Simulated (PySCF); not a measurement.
# What a mistake does to a calculation on BFH3NSi

These are calculations, not measurements. They come from PySCF 2.14.0, an open-source quantum chemistry program, on an isolated molecule that a program drew, which may never have been made. The molecule is BFH3NSi (charge 0, singlet), drawn as the SMILES string `BN[Si]F`.

Each row is a Hartree-Fock (HF) and frozen-core CCSD(T) single point in the cc-pV(D+d)Z basis, meant for a local HF minimum. Run 1 is clean. Each other run has one planted mistake out of seven kinds, and not every kind appears here: one electron removed, one electron added, multiplicity raised by two, geometry at a saddle point, minimal basis STO-3G, one bond length entered in bohr, all coordinates scaled. The reference is restricted for singlets and unrestricted otherwise, and also for a bond in bohr. Adding or removing an electron swaps singlet and doublet. Electrons count all cores. HOMO and LUMO are orbital energies over both spins, the gradient is its largest component, and the lowest frequency (negative if imaginary) is given only where the gradient is small. Bond lengths are over the 6 bonds as drawn. T1 is the CCSD diagnostic: over 0.02 (restricted) or 0.045 (unrestricted) a single reference is doubtful.

Geometry of the clean run:
```xyz
7
BFH3NSi, angstrom
B    -2.6578   -0.4162    2.1641
N    -1.6807    0.6211    2.2210
Si   -1.4054    2.0082    1.2201
F    -2.6079    1.8232    0.1416
H    -3.4837   -0.4126    1.3014
H    -2.6306   -1.2837    2.9947
H    -1.0227    0.5421    2.9785
```

| run | electrons | basis functions | <S^2> | HOMO (eV) | LUMO (eV) | gradient (hartree/bohr) | lowest frequency (cm^-1) | mean bond (Å) | longest bond (Å) | T1 | HF (hartree) | CCSD(T) (hartree) | mistake |
|---|---|---|---|---|---|---|---|---|---|---|---|---|---|
| 1 | 38 | 80 | 0.000 | -9.98 | 1.41 | 3.5e-05 | 156 | 1.3644 | 1.733 | 0.0149 | -469.34776 | -469.91376 | no fault |
| 2 | 38 | 80 | 0.648 | -9.57 | 1.18 | 2.0e-02 | - | 1.5415 | 2.257 | 0.0604 | -469.22247 | -469.79073 | one bond length entered in bohr |
| 3 | 37 | 80 | 0.758 | -17.59 | -7.97 | 6.8e-02 | - | 1.3644 | 1.733 | 0.0212 | -469.01901 | -469.55940 | one electron removed |
| 4 | 39 | 80 | 0.793 | 0.08 | 8.06 | 5.7e-02 | - | 1.3644 | 1.733 | 0.0266 | -469.31959 | -469.89705 | ? |
| 5 | 38 | 80 | 0.000 | -9.58 | 1.76 | 7.3e-02 | - | 1.2757 | 1.620 | 0.0131 | -469.31250 | -469.86800 | ? |

**Which mistake was planted in run 4, and what did it cost?**

It counts 39 electrons, one more than the clean run, at the same geometry and basis. So the mistake is: one electron added. Subtracting run 1 and multiplying by 627.51 kcal/mol a hartree, the energy moved by 17.7 kcal/mol in HF and 10.5 kcal/mol in CCSD(T).

**Which mistake was planted in run 5, and what did it cost?**

The mean and the longest bond both change by the same factor, 0.935, and the gradient is no longer small. So the mistake is: all coordinates scaled. Subtracting run 1 and multiplying by 627.51 kcal/mol a hartree, the energy moved by 22.1 kcal/mol in HF and 28.7 kcal/mol in CCSD(T).

Cautions from the logs. Run 2: T1 is over the limit, so its CCSD(T) energy is less reliable; run 4: the HOMO is above zero, so the electron isn't bound and the energy depends on the basis.
